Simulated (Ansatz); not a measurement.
C2H7AlO, triplet, at a GFN2-xTB geometry (such geometries of metal compounds can be far from the true shape) (a higher spin typed on purpose: for a closed-shell molecule this is an excited state), with bond 7-6 at 1.4 times its length; SC-NEVPT2/6-31G, CASSCF(6,7) run with Ansatz (an electronic-structure program).

The Ansatz input:
Ansatz 0.2 input:
```yaml
crystal:
  periodic: [false, false, false]
  atoms:
    - {symbol: Al, position_ang: [-0.21726355, 0.05685293, -0.15078341]}
    - {symbol: C, position_ang: [-1.39644134, -1.82791605, 0.36230753]}
    - {symbol: H, position_ang: [-0.81021246, -2.68077585, 0.04251600]}
    - {symbol: H, position_ang: [-2.33337689, -1.76149346, -0.17942578]}
    - {symbol: H, position_ang: [-1.55478947, -1.83618493, 1.43382899]}
    - {symbol: C, position_ang: [0.53629023, 2.05299802, -0.95926230]}
    - {symbol: H, position_ang: [1.81911577, 1.78689875, -1.72295026]}
    - {symbol: H, position_ang: [0.70801717, 2.70751803, -0.11344070]}
    - {symbol: H, position_ang: [-0.24313167, 2.43570712, -1.60870083]}
    - {symbol: O, position_ang: [1.11174825, -0.29091922, 0.77156608]}
    - {symbol: H, position_ang: [1.87224596, -0.48992416, 1.29936025]}
basis:
  gaussian:
    orbitals: 6-31G
correlation: {method: sc_nevpt2, electrons: all, active_space: {window: {electrons: 6, orbitals: 7}}}
magnetization: {spin_polarized: false, initial_magnetization: 2}
```

What the program printed (banner, timings and long lists left out):

```
Functional definition: HF
692 factors; integrals over basis functions are off by at most 2.6e-4 eV
mean field evaluation 1: about -10780.7982 eV, gradient 3.9e1 eV
mean field evaluation 2: about -10780.7984 eV, gradient 4.0e1 eV
mean field evaluation 4: about -10784.6727 eV, gradient 4.7e0 eV
mean field evaluation 8: about -10784.7957 eV, gradient 3.3e-1 eV
mean field evaluation 16: about -10783.6326 eV, gradient 8.6e0 eV
mean field evaluation 32: about -10782.4750 eV, gradient 1.8e0 eV
mean field -10784.79958649 eV, -396.3340746038 hartree, gradient 3.4e-6 eV, S^2 2.000000; 4 other end points of the search recorded, 0 dependent functions left out
reference -10784.79958649 eV, -396.3340746038 hartree; 21, 19 occupied and 33, 35 virtual orbitals, 692 factors
state -10786.36778203 eV, -396.3917047270 hartree
state -10786.36778203 eV, -396.3917047270 hartree; corrected -10794.58222355 eV, -396.6935798847 hartree
Total energy: -10794.58222355 eV, -396.6935798847 hartree
```
